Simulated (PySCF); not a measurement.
Compound: C₆H₁₃NOSi.
Z-matrix (Å and degrees, GFN2-xTB geometry), rows numbered from 1:
```
C 
N   1  1.2444
Si  2  1.7364  1  133.91
C   3  1.9183  2   99.44  1  -119.86
C   4  1.5248  3  111.64  2   100.73
C   4  1.5240  3  110.56  2  -136.50
C   6  1.5016  4  111.15  3   -47.92
C   7  1.5052  6  116.15  4  -153.27
O   7  1.2079  6  121.61  4    27.50
H   1  1.0957  2  124.70  3    -0.16
H   1  1.0885  2  119.84  3   179.97
H   3  1.4596  2   98.83  1   124.57
H   3  1.4619  2  114.47  1     0.25
H   4  1.0929  3  108.63  2   -18.41
H   5  1.0885  4  110.58  3    61.40
H   5  1.0915  4  111.21  3  -178.24
H   5  1.0877  4  110.37  3   -58.28
H   6  1.0935  4  111.93  3  -171.90
H   6  1.0944  4  109.31  3    68.83
H   8  1.0877  7  110.12  6   -49.25
H   8  1.0889  7  108.98  6    68.99
H   8  1.0869  7  110.58  6  -171.05
```

Computed at PBE0/pcSseg-1 (PySCF, non-relativistic), with Q(14N) = 0.02044 b, Q(17O) = −0.0256 b: N2, 14N (I = 1): χzz = -5.092 MHz, η = 0.899; O9, 17O (I = 5/2): χzz = 10.71 MHz, η = 0.429.

(1) Where would the pure quadrupole (NQR) lines of 14N at N2 fall for the rigid, isolated species?

(2) Find the zero-field quadrupole resonance frequencies of 17O at O9.

## Answers

(1) From ν± = (3/4)|χ|(1 ± η/3) and ν0 = |χ|η/2: ν+ 4.964 MHz, ν− 2.674 MHz, ν0 2.290 MHz (C=N nitrogen).

(2) From the eigenvalues of H = χ/[4I(2I − 1)] × [3Iz² − I(I + 1) + η(Ix² − Iy²)], steps between neighbouring levels, labelled as for η = 0: ±1/2↔±3/2 1.900 MHz, ±3/2↔±5/2 3.106 MHz (ketone oxygen).

In a crystal, neighbours and librations shift these lines. GFN2-xTB bond lengths can be off by several hundredths of an ångström, more for odd bonds, and the gradients follow them. With a basis this small, the couplings can be 20 % off.

One conformer stands for the species.
